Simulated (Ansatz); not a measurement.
Coupled-cluster diagnostics for GaH2Et (C2H7Ga), Ansatz.

Geometry of the singlet (r2SCAN-D4/def2-SVP):

Cartesian coordinates in Å:
```
C 0.326 -0.371 -0.415
C 0.498 1.147 -0.462
Ga -0.911 -1.077 0.949
H -1.655 -0.106 1.937
H -1.161 -2.625 1.051
H -0.019 -0.762 -1.391
H 1.298 -0.876 -0.252
H 1.211 1.462 -1.245
H -0.456 1.660 -0.669
H 0.871 1.547 0.496
```

Correlated methods freeze 11 core orbitals; core or outer-core shells of Ga are correlated, in sets that lack core-valence functions. Another isomer (singlet) lies 0.48 eV lower at PBE0-D4/def2-TZVP; other spin states weren't run for this one.

Problem. Estimate the CCSD(T) correlation energy, the shares of MP2 and (T), T1 and the reference's ⟨S²⟩ for: charge 0, singlet, own geometry in def2-TZVP; and the rough time on 2 threads of Intel Xeon 6975P-C on a shared host.

Solution. 
| state | basis | correlation (eV) | MP2 share (%) | (T) share (%) | T1 | ⟨S²⟩ (pure) | wall time |
| --- | --- | --- | --- | --- | --- | --- | --- |
| charge 0, singlet, own geometry | def2-TZVP | -17.205 | 90.9 | 3.6 | 0.012 | 0.00 (0.00) | 10 s |
Customary marks for T1 are 0.02 (closed shells), 0.045 (open shells) and about 0.05 (3d metals). T1 stays under 0.02 throughout.
